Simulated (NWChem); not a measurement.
The numbers come from NWChem runs, not from measurements. System: silylphosphine (H₅PSi), charge 0, spin multiplicity 1, at a geometry optimised with PBE/def2-SVP. Level: RI-MP2/cc-pVTZ, 10 core orbitals frozen.

Input file:

```
start mol
memory heap 200 mb stack 900 mb global 1100 mb
geometry units angstroms nocenter noautoz noautosym
  Si    -1.075030     0.095518     0.224138
  P      1.129043    -0.077212    -0.349040
  H     -1.851635    -0.886897    -0.609591
  H     -1.536128     1.486890    -0.114786
  H     -1.359341    -0.170039     1.678920
  H      1.298076    -1.318950     0.364653
  H      1.563795     0.709924     0.778477
end
basis spherical
  * library cc-pvtz
end
basis "ri-mp2 basis" spherical
  * library cc-pvtz-ri
end
scf
  rhf
  nopen 0
  maxiter 100
  thresh 1e-7
  semidirect memsize 60000000 filesize 0
end
mp2
  freeze core 10
end
task rimp2 energy
```

Part of the output:

```
             Northwest Computational Chemistry Package (NWChem) 7.3.0
             --------------------------------------------------------

                                NWChem Input Module
                                -------------------

 Scaling coordinates for geometry "geometry" by  1.889725989
 (inverse scale =  0.529177249)

                             Geometry "geometry" -> ""
                             -------------------------

 Output coordinates in angstroms (scale by  1.889725989 to convert to a.u.)

  No.       Tag          Charge          X              Y              Z
 ---- ---------------- ---------- -------------- -------------- --------------
    1 Si                  14.0000    -1.07503000     0.09551800     0.22413800
    2 P                   15.0000     1.12904300    -0.07721200    -0.34904000
    3 H                    1.0000    -1.85163500    -0.88689700    -0.60959100
    4 H                    1.0000    -1.53612800     1.48689000    -0.11478600
    5 H                    1.0000    -1.35934100    -0.17003900     1.67892000
    6 H                    1.0000     1.29807600    -1.31895000     0.36465300
    7 H                    1.0000     1.56379500     0.70992400     0.77847700

 Effective nuclear repulsion energy (a.u.)      89.2003269360

            Nuclear Dipole moment (a.u.)
            ----------------------------
        X                 Y               Z
 ---------------- ---------------- ----------------
    -0.0000151178     0.0000000000     0.0000094486


 Summary of "ao basis" -> "" (spherical)
 ------------------------------------------------------------------------------
       Tag                 Description            Shells   Functions and Types
 ---------------- ------------------------------  ------  ---------------------
 *                          cc-pvtz                   on all atoms

 Summary of "ri-mp2 basis" -> "" (spherical)
 ------------------------------------------------------------------------------
       Tag                 Description            Shells   Functions and Types
 ---------------- ------------------------------  ------  ---------------------
 *                         cc-pvtz-ri                 on all atoms

 Summary of "ao basis" -> "ao basis" (spherical)
 ------------------------------------------------------------------------------
       Tag                 Description            Shells   Functions and Types
 ---------------- ------------------------------  ------  ---------------------
 Si                         cc-pvtz                 12       34   5s4p2d1f
 P                          cc-pvtz                 12       34   5s4p2d1f
 H                          cc-pvtz                  6       14   3s2p1d

                                 NWChem SCF Module
                                 -----------------

  ao basis        = "ao basis"
  functions       =   138
  atoms           =     7
  closed shells   =    17
  open shells     =     0
  charge          =   0.00
  wavefunction    = RHF
  use symmetry    = F
  symmetry adapt  = F

 Summary of "ao basis" -> "ao basis" (spherical)
 ------------------------------------------------------------------------------
       Tag                 Description            Shells   Functions and Types
 ---------------- ------------------------------  ------  ---------------------
 Si                         cc-pvtz                 12       34   5s4p2d1f
 P                          cc-pvtz                 12       34   5s4p2d1f
 H                          cc-pvtz                  6       14   3s2p1d

 Forming initial guess at       0.1s

      Superposition of Atomic Density Guess
      -------------------------------------

 Sum of atomic energies:        -631.99742224

      Non-variational initial energy
      ------------------------------

 Total energy =    -632.505980
 1-e energy   =   -1051.789286
 2-e energy   =     330.082980
 HOMO         =      -0.299101
 LUMO         =       0.056531

 Starting SCF solution at       7.6s

 ----------------------------------------------
         Quadratically convergent ROHF

 Convergence threshold     :          1.000E-07
 Maximum no. of iterations :          100
 Final Fock-matrix accuracy:          1.000E-09
 ----------------------------------------------

              iter       energy          gnorm     gmax       time
             ----- ------------------- --------- --------- --------
                 1     -632.5731927615  4.32D-01  1.07D-01      8.3
                 2     -632.6009058517  1.35D-01  3.58D-02      9.8
                 3     -632.6030957755  9.24D-03  2.18D-03     11.5
                 4     -632.6031087022  4.14D-05  1.26D-05     14.2
                 5     -632.6031087026  3.05D-09  7.36D-10     18.6

       Final RHF  results
       ------------------

         Total SCF energy =   -632.603108702562
      One-electron energy =  -1053.393530813169
      Two-electron energy =    331.590095174614
 Nuclear repulsion energy =     89.200326935992

        Time for solution =     10.9s

             Final eigenvalues
             -----------------

              1
    1  -79.9444
    2  -68.7927
    3   -7.4872
    4   -6.1392
    5   -5.3806
    6   -5.3803
    7   -5.3797
    8   -4.2454
    9   -4.2452
   10   -4.2450
   11   -0.8528
   12   -0.6972
   13   -0.5286
   14   -0.4967
   15   -0.4768
   16   -0.4407
   17   -0.3740
   18    0.1175
   19    0.1306
   20    0.1406
   21    0.1557
   22    0.1624
   23    0.1935
   24    0.2706
   25    0.2896
   26    0.3022
   27    0.3111

                       ROHF Final Molecular Orbital Analysis
                       -------------------------------------

 Vector   15  Occ=2.000000D+00  E=-4.768079D-01
              MO Center= -1.0D+00,  1.6D-01, -1.1D-01, r^2= 3.4D+00
   Bfn.  Coefficient  Atom+Function         Bfn.  Coefficient  Atom+Function
  ----- ------------  ---------------      ----- ------------  ---------------
    10      0.304609  1 Si py                70     -0.200231  3 H  s
    84      0.201214  4 H  s

 Vector   16  Occ=2.000000D+00  E=-4.407062D-01
              MO Center=  1.2D-01,  3.8D-03, -1.0D-01, r^2= 3.2D+00
   Bfn.  Coefficient  Atom+Function         Bfn.  Coefficient  Atom+Function
  ----- ------------  ---------------      ----- ------------  ---------------
    43     -0.270910  2 P  px                 9      0.253525  1 Si px
    45     -0.196637  2 P  pz

 Vector   17  Occ=2.000000D+00  E=-3.739961D-01
              MO Center=  8.9D-01, -4.7D-02, -3.5D-01, r^2= 2.7D+00
   Bfn.  Coefficient  Atom+Function         Bfn.  Coefficient  Atom+Function
  ----- ------------  ---------------      ----- ------------  ---------------
    45      0.331688  2 P  pz                51      0.273131  2 P  pz
    43     -0.257665  2 P  px                39     -0.232586  2 P  s
    37     -0.221539  2 P  s                  9      0.197235  1 Si px
    49     -0.190911  2 P  px

 Vector   18  Occ=0.000000D+00  E= 1.175178D-01
              MO Center=  1.6D-02, -6.6D-02,  3.1D-01, r^2= 7.5D+00
   Bfn.  Coefficient  Atom+Function         Bfn.  Coefficient  Atom+Function
  ----- ------------  ---------------      ----- ------------  ---------------
    39      2.589199  2 P  s                 15     -1.523378  1 Si px
    51      1.006098  2 P  pz               113     -0.949377  6 H  s
   127     -0.950105  7 H  s                 49     -0.654786  2 P  px
    85     -0.403386  4 H  s                 71     -0.399892  3 H  s
    99     -0.393557  5 H  s                  5     -0.363211  1 Si s

 Vector   19  Occ=0.000000D+00  E= 1.305994D-01
              MO Center=  1.0D-02, -3.4D-02,  1.5D-01, r^2= 6.7D+00
   Bfn.  Coefficient  Atom+Function         Bfn.  Coefficient  Atom+Function
  ----- ------------  ---------------      ----- ------------  ---------------
     5      1.942673  1 Si s                 49      1.217832  2 P  px
    99     -1.088565  5 H  s                113     -0.787784  6 H  s
    15      0.779170  1 Si px               127     -0.771870  7 H  s
    85     -0.384421  4 H  s                 71     -0.380474  3 H  s
    51      0.361974  2 P  pz                 3      0.357381  1 Si s

 Vector   20  Occ=0.000000D+00  E= 1.406193D-01
              MO Center=  1.0D+00, -1.2D-01, -7.4D-02, r^2= 4.5D+00
   Bfn.  Coefficient  Atom+Function         Bfn.  Coefficient  Atom+Function
  ----- ------------  ---------------      ----- ------------  ---------------
    50      1.448166  2 P  py               127     -1.249399  7 H  s
   113      1.235024  6 H  s                 16     -0.322443  1 Si py
    51      0.303477  2 P  pz                44      0.248718  2 P  py
   126     -0.215097  7 H  s                112      0.213356  6 H  s
    49      0.205142  2 P  px                71     -0.160234  3 H  s

 center of mass
 --------------
 x =   0.08843798 y =   0.00296147 z =  -0.07165271

 moments of inertia (a.u.)
 ------------------
          52.892291268108          23.562606523446          64.688611572963
          23.562606523446         330.662363099142          -5.695571296107
          64.688611572963          -5.695571296107         318.844108931458

  Mulliken analysis of the total density
  --------------------------------------

    Atom       Charge   Shell Charges
 -----------   ------   -------------------------------------------------------
    1 Si  14    13.75   2.00  1.93  0.85  0.13  0.26  5.49  1.62  0.57  0.56  0.20  0.13  0.03
    2 P   15    15.13   2.00  1.91  1.04  0.15  0.56  5.75  1.96  0.55  1.03  0.12  0.06  0.01
    3 H    1     1.05   0.24  0.54  0.26  0.00  0.01  0.00
    4 H    1     1.05   0.24  0.54  0.26  0.00  0.01  0.00
    5 H    1     1.05   0.24  0.54  0.26  0.00  0.01  0.00
    6 H    1     0.98   0.23  0.53  0.20  0.00  0.02  0.00
    7 H    1     0.98   0.23  0.53  0.20  0.00  0.02  0.00

       Multipole analysis of the density wrt the origin
       ------------------------------------------------

     L   x y z        total         open         nuclear
     -   - - -        -----         ----         -------
     0   0 0 0     -0.000000      0.000000     34.000000

     1   1 0 0     -0.067554      0.000000     -0.000015
     1   0 1 0     -0.045215      0.000000      0.000000
     1   0 0 1      0.263166      0.000000      0.000009

     2   2 0 0    -23.605163      0.000000    168.080105
     2   1 1 0     -0.042398      0.000000    -13.419508
     2   1 0 1      1.093753      0.000000    -30.607669
     2   0 2 0    -22.253199      0.000000     19.594857
     2   0 1 1      0.173416      0.000000      3.071719
     2   0 0 2    -23.777309      0.000000     23.116611

                               NWChem RI-MP2 Module
                               --------------------

 Summary of "ri-mp2 basis" -> "ri-mp2 basis" (spherical)
 ------------------------------------------------------------------------------
       Tag                 Description            Shells   Functions and Types
 ---------------- ------------------------------  ------  ---------------------
 Si                        cc-pvtz-ri               32      122   10s8p7d5f2g
 P                         cc-pvtz-ri               32      122   10s8p7d5f2g
 H                         cc-pvtz-ri               10       30   4s3p2d1f

 SCF Reference Information:
            File: './mol.movecs'
           Title: ''
    Size (AOxMO):    138 x    138
       Total Occ:              34.00
 RI-MP2 Calculation Information:
          Nr. of AO basis functions:        138
     Nr. of fitting basis functions:        394
               Nr. of MO spin cases:          1
        Nr. of MOs to be correlated:        128
     Nr. of occupied MOs correlated:          7
      Nr. of virtual MOs correlated:        121

          RI integral approximation: 'V'
    Threshold for Schwarz screening:  1.000E-09
 Smallest eigenvalue retained in fit  1.000E-08
    Type of storage for MO integrals 'EAF library'

 Transformation block size    7, requiring     1 integral passes.
 XForm_3cInts: Completed     1:    7 pass.
 Energy evaluation using block sizes     7    7
 RIMP2_V_E2: Approx. ints. done (    1:    7,    1:    7)
 RIMP2_V_E2: Copy to B done (    1:    7,    1:    7)
 RIMP2_V_E2: Denominators done (    1:    7,    1:    7)
 RIMP2_V_E2: Completed block (    1:    7,    1:    7)

          -------------------------------------------
          SCF energy                -632.603108702562
          Correlation energy          -0.292826569312
          Total MP2 energy          -632.895935271875
          -------------------------------------------

 -----------------------
 Performance information
 -----------------------

 Timer overhead =  2.02D-07 seconds/call

               Nr. of calls         CPU time (s)                 Wall time (s)                GFlops
             ---------------    -------------------     ------------------------------   -------------------
Name         Min   Avg   Max    Min     Avg     Max     Min     Avg     Max   Mx/calls   Min     Max     Sum
Overall       1     1     1    20.     20.     20.      20.     20.     20.     20.      0.0     0.0     0.0
3c integr     1     1     1    1.5     1.5     1.5      1.5     1.5     1.5     1.5      0.0     0.0     0.0
Energy        1     1     1   8.88E-2 8.88E-2 8.88E-2  8.88E-2 8.88E-2 8.88E-2 8.88E-2   0.0     0.0     0.0
3c integr     1     1     1    1.4     1.4     1.4      1.4     1.4     1.4     1.4      0.0     0.0     0.0
First 2/3     3     3     3   1.32E-2 1.32E-2 1.32E-2  1.32E-2 1.32E-2 1.32E-2 4.39E-3   0.0     0.0     0.0
Final 1/3     1     1     1   8.62E-3 8.62E-3 8.62E-3  8.62E-3 8.62E-3 8.62E-3 8.62E-3   0.0     0.0     0.0
Write 3c      1     1     1   9.19E-4 9.19E-4 9.19E-4  9.19E-4 9.19E-4 9.19E-4 9.19E-4   0.0     0.0     0.0
Read 3c i     1     1     1   3.92E-4 3.92E-4 3.92E-4  3.92E-4 3.92E-4 3.92E-4 3.92E-4   0.0     0.0     0.0
Fitting b     1     1     1   0.13    0.13    0.13     0.13    0.13    0.13    0.13      0.0     0.0     0.0
Schwarz i     1     1     1   3.77E-2 3.77E-2 3.77E-2  3.77E-2 3.77E-2 3.77E-2 3.77E-2   0.0     0.0     0.0
Form 4ci      1     1     1   1.70E-2 1.70E-2 1.70E-2  1.70E-2 1.70E-2 1.70E-2 1.70E-2   0.0     0.0     0.0
Form A &      1     1     1   6.64E-2 6.64E-2 6.64E-2  6.64E-2 6.64E-2 6.64E-2 6.64E-2   0.0     0.0     0.0
Denominat     1     1     1   5.58E-4 5.58E-4 5.58E-4  5.58E-4 5.58E-4 5.58E-4 5.58E-4   0.0     0.0     0.0
Pair Ener     1     1     1   2.23E-3 2.23E-3 2.23E-3  2.23E-3 2.23E-3 2.23E-3 2.23E-3   0.0     0.0     0.0

 The average no. of pstat calls per process was 1.60D+01
 with a timing overhead of 3.22D-06s

 Task  times  cpu:       20.3s     wall:       20.3s

 Total times  cpu:       20.4s     wall:       20.4s
```
